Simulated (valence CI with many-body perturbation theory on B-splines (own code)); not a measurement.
The numbers below are computed, except where a source is named.
## Ge²⁶⁺: what the settings do

Level of theory: configuration interaction combined with many-body perturbation theory (CI+MBPT): four valence electrons over a frozen Dirac-Fock core [He], a basis of 6 s, 6 p, 5 d, 3 f, 1 g functions for each j, with the one-electron correlation potential Σ1 (screened to all orders), the two-electron term Σ2, the three-electron term Σ3, Breit, model QED; selected single and double excitations, second order for the rest, scaled by the run's own slope (own B-spline code, finite nucleus).

The last digits are not significant, and no measured levels were compared; by estimate large intervals hold to a few tenths of a per cent, small ones and those within an open d or f shell to about a per cent.

The reference run has the lowest level 2s2 2p2 3P_0 and an ionisation energy of 2741.34 eV. Its largest variational space holds 11565 state functions.

Names give the largest LS component (configuration and term), which can be under half, so a name can repeat, a term be missing and a line seem to break the LS rules; names also repeat where a configuration has a term twice.

Changed runs:
A. three-electron term on → off; hole-hole ladder in Σ2 on → off
B. scale of Σ1 1 → 0
C. Breit term on → off; QED terms on → off
D. closed core [He] → [He] 2s1 (bad on purpose)

Excitation energies of the reference run in cm⁻¹, and shifts in cm⁻¹:

```tsv
Level	Reference	A	B	C
2s2 2p2 3P_1	219759	-98	-213	+6135
2s2 2p2 3P_2	287942	+33	-230	+11246
2s2 2p2 1D_2	562499	+85	-421	+15011
2s2 2p2 1S_0	728829	+507	-398	+10525
2s 2p3 5S°_2	839975	-332	+1168	+12472
2s 2p3 3D°_1	1175560	+272	+1197	+8545
2s 2p3 3D°_2	1212290	+142	+1107	+11728
2s 2p3 3D°_3	1294640	+130	+1039	+20503
2s 2p3 3P°_0	1441010	+390	+1023	+10777
2s 2p3 3P°_1	1469010	+398	+1005	+13845
2s 2p3 3P°_2	1516040	+417	+979	+17856
2s 2p3 3S°_1	1634740	+881	+1085	+12589
Ionisation energy (eV)	2741.34	+0.07	-0.32	+2.13
```

Run D: It gave no result: the perturbation theory needs a core of closed shells. The program said: "the core must hold closed shells only".
